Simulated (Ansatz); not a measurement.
**Appearance energy of a fragment ion: C6H12O → [C6H11]+ + OH + e⁻**

Gas-phase species: C6H12O (1-methylcyclopentanol) `CC1(O)CCCC1`, singlet; [C6H11]+ `C[C+]1CCCC1`, singlet; OH, doublet. 

Shapes, held fixed at every level: PBE0-D4/def2-TZVP. Flexible molecules stand in one conformer, not always the lowest. Programs: Ansatz 0.2.0. Electronic energies: no zero-point or thermal term.

```tsv
level	kind	ΔE (eV)	less CCSD(T)/CBS estimate
MP2/def2-SVP	perturbation theory	+10.95	-0.01
HF/def2-SVP	Hartree–Fock	+8.81	-2.15
B3LYP-D4/def2-TZVPP	global hybrid	+10.58	-0.38
BHLYP-D4/def2-TZVPP	global hybrid	+10.31	-0.65
PBE0-D4/def2-TZVPP	global hybrid	+10.62	-0.34
wB97M-V/def2-TZVPP	range-separated hybrid	+10.68	-0.28
CCSD/def2-TZVPP	coupled cluster or CI	+10.64	-0.32
CCSD(T)/CBS estimate	coupled cluster or CI	+10.96	0.00
```

The highest level, CCSD(T)/CBS estimate, gives ΔE = +10.96 eV; the levels span +8.81 to +10.96. The column of differences is taken from that level and isn't an error. No measured value is set beside it here. Open shells run unrestricted. The CBS estimate extrapolates MP2 from def2-TZVPP and def2-QZVPP and adds CCSD(T) − MP2 in the triple-zeta set, cores frozen. The onset seen in experiment also holds zero-point changes and kinetic shifts.
